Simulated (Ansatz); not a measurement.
`[SiH3][CH2][GeH2][Cl]` + `O[SiH2]O` → `O[SiH2]OC[SiH3]` + `[Cl][GeH3]`  (substitution at a C–Ge bond)

Gas-phase electronic energies from Ansatz, PBE0-D4/def2-TZVP geometries. CCSD(T)/CBS is the MP2 limit (def2-TZVPP, def2-QZVPP) plus CCSD(T) − MP2 in def2-TZVPP, frozen cores. Functionals use def2-TZVPP. For Ge outer-core shells are correlated without core-valence functions, which leaves a few kJ/mol of doubt a bond. Scalar relativity is left out up to krypton. Each species was taken in one conformer, which may not be the lowest.

`[SiH3][CH2][GeH2][Cl]`:

Cartesian coordinates in Å:
```
Si 0.757 -1.395 -0.290
C 0.700 0.454 0.020
Ge -1.070 1.161 0.402
Cl -2.405 0.499 -1.166
H 0.146 -1.726 -1.601
H 2.169 -1.864 -0.285
H 0.019 -2.109 0.786
H 1.331 0.695 0.882
H 1.106 0.989 -0.842
H -1.636 0.602 1.715
H -1.117 2.696 0.380
```

`O[SiH2]O`:

```xyz
7

O    -1.184    0.692    0.472
Si    0.316    0.290   -0.061
O     0.502   -1.318   -0.340
H    -1.919    0.570   -0.130
H     0.611    0.913   -1.372
H     1.215    0.761    1.018
H     0.460   -1.909    0.413
```

`O[SiH2]OC[SiH3]`:

```xyz
13

O     1.538   -2.749   -0.291
Si    0.582   -1.621    0.405
O     0.487   -0.308   -0.573
C     0.322    1.033   -0.139
Si   -1.485    1.577   -0.296
H     2.428   -2.491   -0.538
H     1.114   -1.145    1.715
H    -0.726   -2.291    0.573
H     0.665    1.163    0.897
H     0.959    1.672   -0.759
H    -1.616    2.991    0.151
H    -1.933    1.459   -1.706
H    -2.335    0.709    0.562
```

`[Cl][GeH3]`:

Cartesian coordinates in Å:
```
Cl -0.579 -1.887 -0.290
Ge 0.047 0.152 0.023
H -1.131 1.050 -0.368
H 1.265 0.392 -0.873
H 0.398 0.293 1.508
```

```csv
level,ΔE (kJ/mol)
ωB97X-V,112.9
r2SCAN,117.4
PBE0,116.0
HF/def2-QZVPP,103.7
```

(1) What does CCSD(T)/CBS give? (Best estimate.)

Largest T1 diagnostic among the species: 0.012.

## Answers

(1) Ansatz gave: +126.1 kJ/mol. The listed levels differ from it by -13.2, -8.7, -10.1, -22.4 kJ/mol.

The D4 term adds +3.1 kJ/mol with B3LYP and +1.5 kJ/mol with PBE0; it sums over pairs of atoms, weighted by their polarisabilities, and B3LYP, whose exchange is more repulsive, gets the larger term. In def2-TZVPP, CCSD(T) changes the Hartree–Fock value by +17.7 kJ/mol (the triples alone add +1.6 kJ/mol) and MP2 by +29.1 kJ/mol. From PBE to PBE0 (25 % exact exchange), in def2-TZVPP and without D4, ΔE moves by +4.4 kJ/mol.

B3LYP here is the variant with VWN-RPA as its local correlation; programs differ in this.
